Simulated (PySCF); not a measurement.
Radial density of Sm⁵⁶⁺ (samarium, charge +56)

UHF, [He] 2s2 2p2, high-spin 3P determinant. Calculation: PySCF 2.14, in an uncontracted even-tempered set (17 s from 32 bohr⁻², ratio 2.2; 10 p from 41 bohr⁻², ratio 2.2; 5 d from 160 bohr⁻², ratio 2.4; 5 f from 230 bohr⁻², ratio 2.4; 4 g from 350 bohr⁻², ratio 2.4); no relativity, point nucleus.

```tsv
r (bohr)	4πr²ρ (e/bohr)	4πr²(ρα − ρβ)
0.000413	0.3400	0.0000
0.000694	0.9291	0.0000
0.00117	2.478	0.0001
0.00196	6.352	0.0008
0.00330	15.22	0.0063
0.00556	32.53	0.0444
0.00935	57.39	0.2817
0.0157	73.51	1.5286
0.0264	57.63	6.3795
0.0445	36.34	17.2484
0.0748	44.66	22.5844
0.126	22.51	8.7421
0.212	1.325	0.4359
0.356	0.002939	0.0008
```

A non-relativistic calculation at this Z misses sizeable relativistic shifts. Spin-orbit coupling is strong in this species (close to jj coupling), so the high-spin LS determinant is a model state, not a physical level.
